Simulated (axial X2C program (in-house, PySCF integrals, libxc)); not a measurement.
**Which molecule has these constants?**

Computed with an in-house all-electron X2C program for linear molecules (integrals from PySCF), spin-free (one-electron X2C) or two-component (2c: spin–orbit coupling with atomic mean-field Coulomb and Gaunt terms, which also bring small scalar terms), in Dyall basis sets with cores contracted in-house; open shells are unrestricted.

A two-component PBE0 calculation in a Dyall 3-zeta basis gave Re = 2.424 Å, ωe = 343.6 cm⁻¹, De = 1.36 eV, Ω = 1/2.

**Question.** Which molecule is it?
A. NaAu⁻
B. LiAu⁻
C. AuH⁻

**Answer.** B. The others have AuH⁻ 1.617 Å and 1782.9 cm⁻¹ (Ω = 1/2); NaAu⁻ 2.775 Å and 168.6 cm⁻¹ (Ω = 1/2).

Each entry is the lowest single determinant of a limited PBE0 search at one distance. De goes to single-determinant-based atoms at the same level (for ions the charge split of lowest energy) and is withheld (n/a) where an atom does not fit its ground term or J level. Main or longest-lived isotopes.
